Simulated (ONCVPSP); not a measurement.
## Which setting gave this result? (He, ONCV)

Base potential:

```
Element                 : He
Generator               : ONCVPSP 4.0.1
Type                    : optimised norm-conserving Vanderbilt (ONCV)
Functional              : LDA (Perdew-Wang 92)
Relativity              : scalar-relativistic
Frozen core             : none
Valence charge          : 2
Reference configuration : 1s1 (charge +1)
Partial waves           : 1s: rc 0.70 bohr, ncon 4, nbas 8, qcut 14.7 1/bohr, 2 projectors, debl 2 Ha; p scattering state at 0.41 Ha: rc 0.55 bohr, ncon 3, nbas 7, qcut 13.9 1/bohr, 2 projectors, debl 2.2 Ha
Local potential         : polynomial inside 0.45 bohr (lpopt 5, dvloc0 6 Ha)
Core correction         : none
```

Cutoffs, loose and tight: the cutoffs (Ha) at which the residual kinetic energy of the hardest occupied pseudo-wave falls to 1 and 0.1 mHa per electron. They do not see the model core or the augmentation charge, which bear on the density cutoff. Test errors are all-electron minus pseudo excitation energies from the reference, over the configurations 1s2; 1s1.5; variants that change the core or the reference have their own tests.

Only the qcut of the s channel is moved:

| qcut of the s channel (1/bohr) | cutoff, loose | cutoff, tight | bound ghosts | largest test error (meV) | median size of the test errors |
| --- | --- | --- | --- | --- | --- |
| 9.3 | 87 Ha | 326 Ha | none | +27 | 18.1 meV |
| 10.6 | 54 Ha | 267 Ha | none | +22 | 14.6 meV |
| 11.7 | 56 Ha | 105 Ha | none | +18 | 12.1 meV |
| 14 | 65 Ha | 83 Ha | none | +13 | 8.7 meV |
| 15.4 | 71 Ha | 91 Ha | none | +11 | 7.2 meV |
| 17.5 | 78 Ha | 103 Ha | none | +8.3 | 5.7 meV |
| 19 | 83 Ha | 111 Ha | none | +7.2 | 4.9 meV |
| 22.3 | 93 Ha | 128 Ha | none | +5.2 | 3.6 meV |

Task: One more run gave cutoff, loose: 88 Ha; cutoff, tight: 119 Ha; bound ghosts: none; largest test error (meV): +6.1; median size of the test errors: 4.2 meV. Which value of the qcut of the s channel was used?

Result: 20.6 1/bohr. The median size of the test errors moves one way along this sweep, from 18.1 meV at 9.3 to 3.6 meV at 22.3 1/bohr, which places the run between 19 and 22.3 1/bohr.
